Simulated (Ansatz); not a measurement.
This geometry of BClF2 + H2 (6 atoms, charge 0, multiplicity 1) is a first-order saddle point.

All numbers below come from Ansatz 0.2.0, RKS PBE0-D4/def2-SVP.

```xyz
6
Properties=species:S:1:pos:R:3
B 0.017 -0.290 0.043
Cl 0.000 0.143 2.097
F 1.161 0.136 -0.467
F -1.145 0.076 -0.472
H 0.050 -1.593 0.277
H 0.036 -1.143 1.249
```

(1) Which two structures does it join? (They come from a converged band through this point; their orientation in space is the band's.)

(2) How far does it lie above each of them?

Answers

(1) Bonds broken: B1–Cl2, H5–H6. Bonds formed: B1–H5, Cl2–H6. BClF2 + H2 becomes BF2H + ClH.

Initial state:

```xyz
6
Properties=species:S:1:pos:R:3
B -0.014 0.479 0.149
Cl -0.028 0.942 1.831
F 1.120 0.338 -0.491
F -1.138 0.287 -0.495
H 0.126 -2.484 0.509
H 0.051 -2.234 1.224
```

Final state:

```xyz
6
Properties=species:S:1:pos:R:3
B 0.002 -0.317 -0.554
Cl -0.050 -0.133 2.493
F 1.140 0.330 -0.672
F -1.114 0.358 -0.717
H -0.016 -1.509 -0.393
H 0.156 -1.401 2.569
```

(2) 1.50 eV above the first and 0.92 eV above the second. This is the barrier of this one path; another mechanism may lie lower. The orbitals stay closed-shell, which can raise the energy where a bond breaks towards radicals; this wasn't checked here.

Run time: 94 s on 1 thread of Intel(R) Xeon(R) 6975P-C (Granite Rapids), with other jobs on the host, peak memory 0.15 GiB.
